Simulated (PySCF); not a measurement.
## Sm(SH)3 at several levels of theory

Computed with PySCF 2.14.0 (density fitting, no spin-orbit coupling) at the geometry relaxed with PBE:

```xyz
7
Sm(SH)3 (singlet in the valence; each metal's 4f electrons, 5 of them, lie in its core potential, out of spins and levels)
Sm    0.0000    0.0000    0.6680
S     2.5810    0.4023    1.0024
H     2.8493   -0.9340    1.1036
S    -1.6389    2.0341    1.0024
H    -0.6158    2.9346    1.1036
S    -0.9421   -2.4364    1.0024
H    -2.2335   -2.0006    1.1036
```

```csv
level,basis,state,HOMO (eV),gap (eV),charge on Sm1 (e),population of f-type functions on Sm1 (polarisation alone where 4f lies in the core),dipole about the centre of mass (D),largest force component (eV/Å)
PBE,"Sm lcecp-1-SVP with ECP51, S def2-SVP, H def2-SVP",singlet,-6.16,3.08,0.69,0.04,1.73,0.01
HF,the same,singlet,-10.02,9.81,1.20,0.04,2.20,0.82
PBE0,the same,singlet,-7.35,4.90,0.85,0.04,1.88,0.30
TPSSh,the same,singlet,-6.75,4.08,0.89,0.04,1.87,0.25
PBE,"Sm lcecp-1-TZVP with ECP51, S def2-TZVP, H def2-TZVP",singlet,-6.26,3.13,1.14,0.04,1.82,0.21
```

In the lcecp rows the 4f levels are missing from HOMO and gap, and the state counts the valence alone.

Charges are Mulliken's, which hang on the basis. The relaxation used the grid (50, 194), these runs (75, 302) or, all-electron (x2c bases, spin-free X2C Hamiltonian), (99, 590).

Task: What does BLYP with Sm lcecp-1-SVP with ECP51, S def2-SVP, H def2-SVP give here?

Result: state singlet, HOMO (eV) -5.93, gap (eV) 2.89, charge on Sm1 (e) 0.63, population of f-type functions on Sm1 (polarisation alone where 4f lies in the core) 0.03, dipole about the centre of mass (D) 1.73, largest force component (eV/Å) 0.22. Time: 7.2 s on 2 threads of Arm Neoverse V1, on a shared host, from an already converged density.

In the first row's basis the gap widens with exact exchange: 2.9 to 3.1 eV for BLYP, PBE (none); 4.1 to 4.9 eV for TPSSh, PBE0 (a fixed share); 9.8 eV for Hartree–Fock (rising or full at long range).

An lcecp potential fixes the number of 4f electrons, so in runs with it no electron can move into or out of that shell.
